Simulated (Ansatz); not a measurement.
Reaction (cleavage of the B–Si bond): `CB(N)[SiH3]` + H–F → `CB(N)F` + SiH₄

Gas-phase electronic energies from Ansatz, PBE0-D4/def2-TZVP geometries. CBS: MP2 limit from def2 TZ/QZ plus the TZ coupled-cluster correction, frozen cores. This one scheme is used for every species. DFT in def2-TZVPP. B3LYP here is the variant with VWN-RPA as its local correlation; programs differ in this. HSE06 is defined as in plane-wave codes. Each species was taken in one conformer, which may not be the lowest.

```json
{"level": "PBE0-D4", "ΔE (kJ/mol)": "-147.9", "difference from CCSD(T)/CBS": "3.9"}
{"level": "r2SCAN0-D4", "ΔE (kJ/mol)": "-161.7", "difference from CCSD(T)/CBS": "-9.9"}
{"level": "ωB97M-V", "ΔE (kJ/mol)": "-163.5", "difference from CCSD(T)/CBS": "-11.7"}
{"level": "B2PLYP", "ΔE (kJ/mol)": "-166.8", "difference from CCSD(T)/CBS": "-15.0"}
{"level": "PBE-QIDH", "ΔE (kJ/mol)": "-156.7", "difference from CCSD(T)/CBS": "-4.9"}
{"level": "B3LYP", "ΔE (kJ/mol)": "-169.6", "difference from CCSD(T)/CBS": "-17.8"}
{"level": "HSE06", "ΔE (kJ/mol)": "-152.6", "difference from CCSD(T)/CBS": "-0.8"}
{"level": "HF/def2-SVP", "ΔE (kJ/mol)": "-202.4", "difference from CCSD(T)/CBS": "-50.6"}
{"level": "CCSD/def2-SVP", "ΔE (kJ/mol)": "-179.0", "difference from CCSD(T)/CBS": "-27.2"}
{"level": "HF/CBS(def2)", "ΔE (kJ/mol)": "-193.2", "difference from CCSD(T)/CBS": "-41.4"}
{"level": "CCSD(T)/CBS", "ΔE (kJ/mol)": "-151.8", "difference from CCSD(T)/CBS": "0"}
```

Q: What do rigid-rotor, harmonic-oscillator terms from PBE0-D4/def2-TZVP frequencies (298.15 K, 1 bar) make of the CCSD(T)/CBS value? (Best estimate.)

A: The calculation gave: ΔZPE = -1.1 kJ/mol, ΔH = -155.7 kJ/mol, ΔS = -9 J/(mol·K), ΔG = -153.1 kJ/mol.

Largest T1 diagnostic among the species: 0.013.

In def2-TZVPP, CCSD(T) changes the Hartree–Fock value by +36.3 kJ/mol (the triples alone add +4.7 kJ/mol) and MP2 by +36.0 kJ/mol. At CCSD(T), def2-SVP lies −24.2 kJ/mol from the extrapolated value and def2-TZVPP −4.9 kJ/mol. Leaving LDA and LC-ωPBE aside and taking each functional with its dispersion term where it has one, the values, not all of them listed here, spread over 31.7 kJ/mol, from BHLYP-D4 to revPBE-D4.
